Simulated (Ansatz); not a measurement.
CH₃BN₂. The species carries charge 0 and has multiplicity 1. The bonds changed during the relaxation, so this is another structure than the one it started from. The structure was optimised at the PBE0-D4/def2-TZVP level.

```xyz
7

B    -0.849    0.410   -0.175
N    -0.587    0.202    1.248
C     0.509   -0.204    0.681
N     0.586    0.419   -0.578
H    -1.827    0.251   -0.832
H     1.202   -0.979    1.021
H     0.966   -0.098   -1.365
```

Problem. What is the dipole moment at ωB97M-V/def2-TZVPP? (An estimate is asked.)

Solution. Computed: 3.15 D, with components (1.71, -1.47, -2.19) D in this frame, pointing from negative to positive charge.

Problem. And with PBE, r2SCAN, B3LYP? (Best estimate.)

Solution. Ansatz gave: PBE 3.07 D, r2SCAN 3.14 D, B3LYP 3.12 D.

Problem. Give the Mulliken charges with ωB97M-V, r2SCAN, B3LYP in def2-TZVPP. (Best estimate.)

Solution. Computed: 
```tsv
atom	ωB97M-V	r2SCAN	B3LYP
B1	0.09	0.17	0.12
N2	-0.32	-0.36	-0.30
C3	0.19	0.26	0.17
N4	-0.28	-0.30	-0.29
H5	0.07	0.00	0.03
H6	0.13	0.09	0.13
H7	0.12	0.14	0.14
```

B3LYP here is the variant with VWN-RPA as its local correlation; programs differ in this.
